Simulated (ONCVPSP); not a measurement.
u(r) = r·R(r): atom against pseudo-atom (oxygen (O))

Columns: radius, all-electron u(r) and pseudo u(r) of the 2p shell (level -9.03 eV) of oxygen in the configuration [He] 2s2 2p4; PBE, scalar-relativistic, ONCV scheme, ONCVPSP 4.0.1.

| r (bohr) | all-electron | pseudo |
| --- | --- | --- |
| 0.057 | 0.0397 | 0.0200 |
| 0.115 | 0.1294 | 0.0783 |
| 0.172 | 0.2364 | 0.1660 |
| 0.230 | 0.3475 | 0.2755 |
| 0.288 | 0.4513 | 0.3934 |
| 0.345 | 0.5420 | 0.5062 |
| 0.402 | 0.6198 | 0.6073 |
| 0.460 | 0.6857 | 0.6926 |
| 0.518 | 0.7388 | 0.7577 |
| 0.575 | 0.7793 | 0.8027 |
| 0.632 | 0.8090 | 0.8315 |
| 0.690 | 0.8294 | 0.8477 |
| 0.747 | 0.8412 | 0.8540 |
| 0.805 | 0.8459 | 0.8536 |
| 0.862 | 0.8445 | 0.8486 |
| 0.920 | 0.8380 | 0.8397 |
| 0.977 | 0.8276 | 0.8281 |
| 1.035 | 0.8137 | 0.8138 |
| 1.092 | 0.7974 | 0.7974 |
| 1.150 | 0.7788 | 0.7787 |
| 1.208 | 0.7586 | 0.7585 |
| 1.265 | 0.7376 | 0.7375 |
| 1.322 | 0.7158 | 0.7158 |
| 1.380 | 0.6931 | 0.6931 |
| 1.438 | 0.6702 | 0.6702 |
| 1.495 | 0.6476 | 0.6475 |

Task: How many radial nodes do the two functions have?

Result: The all-electron 2p function has n − l − 1 = 0; the pseudo-wave has 0.

Task: At about which radius was the pseudo-wave matched?

Result: 1.15 bohr. The columns agree to 0.0005 from 0.98 bohr on; several derivatives are matched, so the curves merge somewhat inside the radius.

Task: Where does each function peak?

Result: Outermost all-electron maximum near 0.81 bohr, pseudo maximum near 0.75 bohr (to the table’s step).

Task: Is the pseudo-wave norm-conserving?

Result: Yes: the ONCV scheme keeps the norm inside the radius equal to the all-electron one, which fixes the energy derivative of the logarithmic derivative at the level.
